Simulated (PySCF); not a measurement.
C5H3NOS.
Atom-mapped SMILES: `[N:1]#[C:2][S:3][c:4]1[cH:5][cH:6][o:7][cH:8]1` (hydrogens: H9 on C5; H10 on C6; H11 on C8)

Cartesian coordinates in Å at the PBE0-D3(BJ)/def2-SVP level; atoms count from 1:
```xyz
11
C5H3NOS angstrom
N      3.4539    0.8338    0.9726
C      2.7485    0.5368    0.0979
S      1.7729    0.1240   -1.2156
C      0.2197   -0.0525   -0.4008
C     -0.9676   -0.5057   -1.0610
C     -1.9332   -0.4927   -0.1001
O     -1.4314   -0.0729    1.0744
C     -0.1242    0.1979    0.8970
H     -1.0798   -0.8014   -2.1015
H     -2.9890   -0.7507   -0.1113
H      0.4393    0.5483    1.7572
```

Level of theory: TDDFT B3LYP/def2-SVPD, vertical, gas phase, core orbitals frozen in the response in PySCF 2.14.0, density-fitted response routines.

Transition dipole moments from the ground state, in atomic units and in the frame of the coordinates above (overall signs are arbitrary), for the states with f of 0.002 or more among the lowest 10:

```
state  E (eV)      μx      μy      μz
   S2   5.475  -0.149   0.051   0.282
   S5   6.118  -0.152  -0.074  -0.138
   S6   6.322  -0.120  -0.151   0.067
   S7   6.395  -0.239   0.091  -0.143
   S8   6.497   1.124   0.363   0.267
   S9   6.776   0.208  -0.002  -0.361
  S10   6.786  -0.638   0.024   0.439
```

Question: Work out the oscillator strengths.

Answer: f = (2/3) ΔE |μ|² with ΔE in hartree (27.2114 eV).

```csv
state,|μ|² (au),|μ| (D),f
S2,0.105,0.82,0.014
S5,0.048,0.55,0.007
S6,0.042,0.52,0.006
S7,0.086,0.74,0.013
S8,1.466,3.08,0.233
S9,0.174,1.06,0.029
S10,0.600,1.97,0.100
```

Question: Which bond between heavy atoms lies closest to the direction of the S8 transition dipole?

Answer: C4–C5, at 15° from it; next O7–C8 at 21°.

Question: What angle do the transition dipoles of S2 and S8 make?

Answer: |cos θ| = |μa·μb| / (|μa| |μb|) = 0.19, so θ ≈ 79° (taken between 0 and 90°, since the signs are arbitrary).

Question: How is the summed strength of these states shared among x, y and z?

Answer: (2/3) Σ ΔE μα² gives 0.294 for x, 0.027 for y and 0.082 for z, 0.403 in all.

Question: What peak molar absorption coefficient would the strongest computed level give as a lone Gaussian band 0.3 eV wide at half height?

Answer: ε(max) = 2.175×10⁸ f / FWHM, with the width in cm⁻¹. S8: 2.175×10⁸ × 0.2333 / 2420 ≈ 21000 L mol⁻¹ cm⁻¹.

All these states lie below the vertical ionisation energy of 8.89 eV (ΔSCF).

One conformer stands for the species.
